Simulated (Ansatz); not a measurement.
```yaml
crystal:
  periodic: [false, false, false]
  atoms:
    - {symbol: C, position_ang: [-1.036246, 1.907031, 0.261935]}
    - {symbol: C, position_ang: [-0.098458, 1.146265, -0.295849]}
    - {symbol: Si, position_ang: [0.649411, -0.335967, 0.544434]}
    - {symbol: Si, position_ang: [0.034954, -2.278886, -0.589121]}
    - {symbol: H, position_ang: [-1.468380, 2.760623, -0.253008]}
    - {symbol: H, position_ang: [-1.412987, 1.710298, 1.261701]}
    - {symbol: H, position_ang: [0.236317, 1.395642, -1.301775]}
    - {symbol: H, position_ang: [2.136257, -0.211652, 0.584488]}
    - {symbol: D, position_ang: [0.145407, -0.411455, 1.942994]}
    - {symbol: H, position_ang: [0.229641, -2.205210, -2.064714]}
    - {symbol: H, position_ang: [0.649582, -3.533388, -0.070486]}
basis:
  gaussian: {orbitals: def2-TZVPD, final_grid: {core_spheres: 20, valence_spheres: 16, degree: 47}}
magnetization: {spin_polarized: true, initial_magnetization: 1}
hamiltonian: {xc: {name: r2SCAN50}, dispersion: d3bjatm}
accuracy: high
output: {forces: true}
```

```sh
$ ansatz run in.yaml --threads 4 --pin off --events-out ev --progress --plain --max-ram 10444MiB
```

Shortened log:

```
Error: YAML parse error: error: line 12 column 16: `D` is not an element symbol (H … Og, case-exact)
10 |     - {symbol: H, position_ang: [0.236317, 1.395642, -1.301775]}
11 |     - {symbol: H, position_ang: [2.136257, -0.211652, 0.584488]}
12 |     - {symbol: D, position_ang: [0.145407, -0.411455, 1.942994]}
13 |     - {symbol: H, position_ang: [0.229641, -2.205210, -2.064714]}
14 |     - {symbol: H, position_ang: [0.649582, -3.533388, -0.070486]}
```

Q: What is wrong with this run?

A: An element symbol is wrong. The program refused the input.
